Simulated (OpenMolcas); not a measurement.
Zr+: CASPT2 settings compared

```
Program             : OpenMolcas 26.06
Basis               : ANO-R2 [7s5p4d2f1g]
Scalar Hamiltonian  : X2C, finite nucleus
Active space        : 3 electrons in 6 orbitals (4d 5s)
State averaging     : 2S+1 = 4 even, 20 roots; 2S+1 = 2 even, 64 roots
Spin-orbit coupling : state interaction with AMFI integrals over the reference wave functions, term energies averaged over their components
```

Methods on the same reference wave functions:
A. CASSCF
B. SS-CASPT2, IPEA 0.6 Eh, real shift 0.5 Eh (closed shells correlated: 3d 4s 4p)
C. SS-CASPT2, IPEA 0.2 Eh, sigma1 regulariser 0.4 Eh (closed shells correlated: 4s 4p)
D. MS-CASPT2, IPEA 0.2 Eh, sigma1 regulariser 0.4 Eh (closed shells correlated: 4s 4p)
E. MS-CASPT2, IPEA 0.6 Eh, real shift 0.5 Eh (closed shells correlated: 3d 4s 4p)
F. XMS-CASPT2, IPEA 0.2 Eh, sigma1 regulariser 0.1 Eh (closed shells correlated: 4s 4p)

Energies in eV above 4d2 5s 4F 3/2, the measured ground level; measured values from NIST Handbook of Basic Atomic Spectroscopic Data.

```tsv
Level	A	B	C	D	E	F	Measured
4d2 5s 4F 3/2	0.0000	0.0000	0.0000	0.0000	0.0000	0.0000	0.0000
4d2 5s 4F 5/2	0.0378	0.0380	0.0381	0.0381	0.0380	0.0377	0.0390
4d2 5s 4F 7/2	0.0903	0.0911	0.0917	0.0917	0.0911	0.0911	0.0947
4d2 5s 4F 9/2	0.1562	0.1573	0.1579	0.1580	0.1573	0.1579	0.1640
4d3 4F 3/2 [65 %]	0.3964	0.325	0.295	0.296	0.325	0.403	0.3189
4d3 4F 5/2	0.4376	0.368	0.339	0.340	0.368	0.458	0.3589
4d3 4F 7/2	0.4909	0.422	0.395	0.395	0.422	0.522	0.4091
4d3 4F 9/2	0.5530	0.484	0.456	0.456	0.484	0.583	0.4659
4d2 5s 2D 3/2(1) [57 %]	0.7749	0.592	0.513	0.496	0.583	0.487	
4d2 5s 2D 5/2(1) [62 %]	0.8126	0.625	0.546	0.532	0.618	0.513	
4d3 2P 1/2	0.9654	0.778	0.670	0.667	0.777	0.736	
4d3 2P 3/2	1.0178	0.829	0.724	0.718	0.827	0.780	
4d2 5s 4P 1/2	1.1493	1.011	0.974	0.974	1.011	0.961	
4d2 5s 2F 5/2	1.1583	0.829	0.725	0.714	0.825	0.616	0.7133
4d2 5s 4P 3/2	1.1729	1.035	0.996	0.996	1.034	0.984	
4d2 5s 4P 5/2	1.2130	1.074	1.035	1.035	1.073	1.020	
4d2 5s 2F 7/2	1.2364	0.906	0.802	0.795	0.905	0.695	0.8019
4d3 2G 7/2	1.2597	1.071	0.978	0.978	1.071	1.108	
4d3 2G 9/2	1.2952	1.109	1.017	1.014	1.107	1.144	
4d3 4P 1/2	1.5524	1.285	1.204	1.204	1.285	1.268	
4d3 4P 3/2	1.5780	1.311	1.229	1.228	1.311	1.292	
4d3 4P 5/2	1.6078	1.340	1.259	1.259	1.340	1.323	
4d3 2H 9/2	1.9456	1.614	1.544	1.542	1.613	1.684	
4d3 2H 11/2	1.9921	1.660	1.592	1.592	1.660	1.737
```

Deviations, from unrounded energies. A percentage is the sum of absolute deviations over the sum of measured energies, with the sign that they share, or ± where signs differ.

```csv
Against measurement,Levels,A,B,C,D,E,F
mean absolute deviation (cm-1),9,1100,250,81,74,240,560
fine structure of the ground term (%),3,-4.5,-3.8,-3.3,-3.3,-3.8,-3.7
other terms of the ground configuration (%),2,+58.1,+14.5,±0.8,±0.5,+14.2,-13.5
other configurations (%),4,+20.9,+2.9,-4.4,-4.2,+3.0,+26.6
```

C, D lie about equally close to measurement and A furthest from it. The largest miss of D in the table is 4d3 4F 3/2 [65 %], by -180 cm-1. The ranking rests on the paired levels alone, and a cruder setting can come out closer through cancelling errors.

Among B to F the level of the table that moves most is 4d2 5s 2F 5/2, by 1700 cm-1 (lowest in F, highest in B). Moves below CASPT2's spread within the term are not significant.

The mean deviations of B to F differ by less than CASPT2's widest spread within a term (1200 cm-1), so their order carries little weight.

From A to B the spin-free energies of the other terms of 4d2 5s shown, above 4F, scale by factors of 0.70 to 0.87.

The lowest spin-free term lies below A's lowest term by 0.284 hartree in B, 0.267 hartree in C, 0.267 hartree in D, 0.284 hartree in E, 0.275 hartree in F.

Term energies are means over components that CASPT2 splits; among the terms shown or strongly mixed into the levels shown the widest spread is 1200 cm-1 (4d2 5s 2F, F). Over all roots computed the reference weight is 0.84 to 0.93 in F; the roots of lowest weight are the least certain, and an intruder state may touch them. Configurations are named by rounded mean occupations; where the s occupation lies near a half they are strongly mixed, a name can repeat and a true partner stay unpaired. A single d shell beside an s shell can misplace configurations of different d count against each other. The CASPT2 spread within a term exceeds the gap to the next term for 4d3 2G and 4d2 5s 4P, so the order of their levels is uncertain (figures for C; the like holds for D, E, F). Without dynamic correlation excited terms often stand tens of per cent too high (terms of higher spin than the ground term too low), and those without a measured partner can miss by more than the paired ones (holds for A). Some terms miss by over 15 % even with CASPT2, which points to a basis or an active space too small for the shells correlated (holds for B; E). Computed and measured levels are paired by configuration, term and J; levels that our copy of the source lacks, or whose pairing is in doubt (as where it misses far off the trend of its configuration), stay unpaired and out of the deviations. Only configurations of the active space appear. Levels that lie high or do not pair safely by name in every column are left out.

A share in square brackets marks a mixed level and gives the weight of the term that names it, the lowest over the columns. A number in round brackets counts repeated terms of one configuration in the order of the reference energies.
